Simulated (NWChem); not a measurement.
Species: BeBr2; SMILES [Br][Be][Br]

Results from NWChem. Geometry: optimised at PBE0/def2-SVP. B3LYP is NWChem's, with the RPA form of VWN correlation. Vertical excitations in the gas phase; the lowest state need not have the same character in each row.

| level | lowest excitation, singlet (eV) | orbital gap (eV) |
|---|---|---|
| PBE/aug-cc-pVDZ, TDA | 6.28 | 6.23 |
| B3LYP/aug-cc-pVDZ, TDA | ___ | ___ |
| LRC-wPBEh/aug-cc-pVDZ, TDA | 6.98 | 11.13 |
| CAM-B3LYP/aug-cc-pVDZ, TDA | 6.98 | 9.98 |

What belongs in the gaps?


- B3LYP/aug-cc-pVDZ, TDA, lowest excitation, singlet (eV): 6.65
- B3LYP/aug-cc-pVDZ, TDA, orbital gap (eV): 7.60
